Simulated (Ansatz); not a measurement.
Relaxation of CH3BClF (7 atoms, charge 0, multiplicity 1), to a largest force component of 0.02 eV/Å in at most 40 steps.

These are results of RKS PBE-D4/def2-SVP (Ansatz), not measurements.

```xyz
7
Properties=species:S:1:pos:R:3:forces:R:3
B 0.000 0.000 0.000 0.08 0.00 -1.36
F 0.000 0.000 1.320 0.43 0.00 0.14
Cl 1.611 0.000 -0.930 -1.23 0.00 1.01
C -1.386 0.000 -0.800 1.11 0.06 0.03
H -1.946 -0.930 -0.571 -0.09 0.08 0.04
H -1.990 0.880 -0.495 -0.09 -0.10 0.04
H -1.184 0.051 -1.890 -0.21 -0.02 0.11
```

Problem. Where does it end, and by what steps?

Solution. The run converged. After 5 steps the energy has fallen by 0.120 eV; Cl3 moved furthest, 0.09 Å.

```tsv
step	energy less start (eV)	largest force component (eV/Å)	accepted
0	0.0000	1.364	yes
1	-0.0930	0.877	yes
2	-0.1176	0.186	yes
3	-0.1098	0.472	no
4	-0.1197	0.072	yes
5	-0.1199	0.013	yes
```

```xyz
7
Properties=species:S:1:pos:R:3
B 0.004 0.002 -0.043
F 0.023 0.000 1.291
Cl 1.583 -0.005 -0.847
C -1.354 0.005 -0.818
H -1.927 -0.911 -0.555
H -1.979 0.858 -0.478
H -1.244 0.051 -1.916
```

Time of the run: 14 s on 1 thread of Arm Neoverse V1, with other jobs on the host, peak memory 0.14 GiB.
